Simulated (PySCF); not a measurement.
PySCF input (M06-2X/6-31G* (5d)):

```python
from pyscf import gto, dft

mol = gto.M(
    atom='''
    O     1.42900200    0.33684500   -0.85309600
    Si    0.13788900    0.03250300   -0.08231800
    F     0.19104700   -1.14820500    1.03717100
    F    -0.51648700    1.23814800    0.79424800
    F    -1.15927800   -0.43992100   -0.94506200
    ''',
    basis='6-31g*',
    charge=-1,
    spin=0,
    verbose=4,
)

mf = dft.RKS(mol, xc='m062x')
mf.grids.level = 4
mf.conv_tol = 1e-9
mf.max_cycle = 100
mf.max_memory = 1500
mf.kernel()
if not mf.converged:
    mf = mf.newton()
    mf.kernel(mf.make_rdm1())
mf.dip_moment()
```

Output:

```
PySCF version 2.14.0

[INPUT] verbose = 4
[INPUT] num. atoms = 5
[INPUT] num. electrons = 50
[INPUT] charge = -1
[INPUT] spin (= nelec alpha-beta = 2S) = 0
[INPUT] symmetry False subgroup None
[INPUT] Mole.unit = angstrom
[INPUT] Symbol           X                Y                Z      unit          X                Y                Z       unit  Magmom
[INPUT]  1 O      1.429002000000   0.336845000000  -0.853096000000 AA    2.700422411456   0.636544796429  -1.612117797962 Bohr   0.0
[INPUT]  2 Si     0.137889000000   0.032503000000  -0.082318000000 AA    0.260572445590   0.061421768227  -0.155558475122 Bohr   0.0
[INPUT]  3 F      0.191047000000  -1.148205000000   1.037171000000 AA    0.361026506920  -2.169792984856   1.959969134341 Bohr   0.0
[INPUT]  4 F     -0.516487000000   1.238148000000   0.794248000000 AA   -0.976018976898   2.339760621678   1.500911194984 Bohr   0.0
[INPUT]  5 F     -1.159278000000  -0.439921000000  -0.945062000000 AA   -2.190717922234  -0.831330206445  -1.785908350734 Bohr   0.0

nuclear repulsion = 255.196622042239
number of shells = 32
number of NR pGTOs = 159
number of NR cGTOs = 74
basis = 6-31g*
ecp = {}

******** <class 'pyscf.dft.rks.RKS'> ********
method = RKS
initial guess = minao
damping factor = 0
level_shift factor = 0
DIIS = <class 'pyscf.scf.diis.CDIIS'>
diis_start_cycle = 1
diis_space = 8
diis_damp = 0
SCF conv_tol = 1e-09
SCF conv_tol_grad = None
SCF max_cycles = 100
direct_scf = True
direct_scf_tol = 1e-13
XC library pyscf.dft.libxc version 7.1.2
    S. Lehtola, C. Steigemann, M. J. T. Oliveira, and M. A. L. Marques,  SoftwareX 7, 1–5 (2018)
XC functionals = m062x
    Y. Zhao and D. G. Truhlar,  Theor. Chem. Acc. 120, 215 (2008)
    Y. Zhao and D. G. Truhlar,  Theor. Chem. Acc. 120, 215 (2008)
radial grids:
    Treutler-Ahlrichs [JCP 102, 346 (1995); DOI:10.1063/1.469408] (M4) radial grids

becke partition: Becke, JCP 88, 2547 (1988); DOI:10.1063/1.454033
pruning grids: <function nwchem_prune>
grids dens level: 4
symmetrized grids: False
atomic radii adjust function: <function treutler_atomic_radii_adjust>
small_rho_cutoff = 0
Set gradient conv threshold to 3.16228e-05
Initial guess from minao.
tot grids = 143688
init E= -664.502300734991
  HOMO = -0.474430232625517  LUMO = -0.0161192629058475  gap/eV = 12.47128
cycle= 1 E= -664.146511124058  delta_E= 0.356  |g|= 1.09  |ddm|= 2.28
  HOMO = 0.0440815195245281  LUMO = 0.316048921058098  gap/eV = 7.40061
cycle= 2 E= -663.98765803792  delta_E= 0.159  |g|= 1.41  |ddm|= 1.62
  HOMO = -0.142672297370896  LUMO = 0.301513433868705  gap/eV = 12.08691
cycle= 3 E= -664.350606952972  delta_E= -0.363  |g|= 0.195  |ddm|= 1.02
  HOMO = -0.117390837635768  LUMO = 0.302211880902195  gap/eV = 11.41797
cycle= 4 E= -664.357342806071  delta_E= -0.00674  |g|= 0.0278  |ddm|= 0.127
  HOMO = -0.120466491297634  LUMO = 0.302662841403633  gap/eV = 11.51394
cycle= 5 E= -664.357476227852  delta_E= -0.000133  |g|= 0.00265  |ddm|= 0.0229
  HOMO = -0.120388335516536  LUMO = 0.303076546570005  gap/eV = 11.52307
cycle= 6 E= -664.357478558786  delta_E= -2.33e-06  |g|= 0.000769  |ddm|= 0.00412
  HOMO = -0.120590566067663  LUMO = 0.302933889685959  gap/eV = 11.52469
cycle= 7 E= -664.357478729754  delta_E= -1.71e-07  |g|= 0.000116  |ddm|= 0.000941
  HOMO = -0.120573401559783  LUMO = 0.302935674232842  gap/eV = 11.52427
cycle= 8 E= -664.357478738892  delta_E= -9.14e-09  |g|= 1.8e-05  |ddm|= 0.00029
  HOMO = -0.12057206212784  LUMO = 0.302935885352027  gap/eV = 11.52424
cycle= 9 E= -664.357478739119  delta_E= -2.28e-10  |g|= 4.4e-06  |ddm|= 4.88e-05
  HOMO = -0.120572844051065  LUMO = 0.302935766814498  gap/eV = 11.52426
Extra cycle  E= -664.357478739121  delta_E= -1.82e-12  |g|= 4.18e-06  |ddm|= 7.65e-06
converged SCF energy = -664.357478739121

WARN: System has nonzero charge -1; the dipole moment is origin-dependent.
Location of origin: [0. 0. 0.]

Dipole moment(X, Y, Z, Debye): -2.46062, -0.58009,  1.46866
```

The dipole moment of an ion depends on the origin.

The geometry given is a B3LYP-D3(BJ)/def2-TZVP minimum.
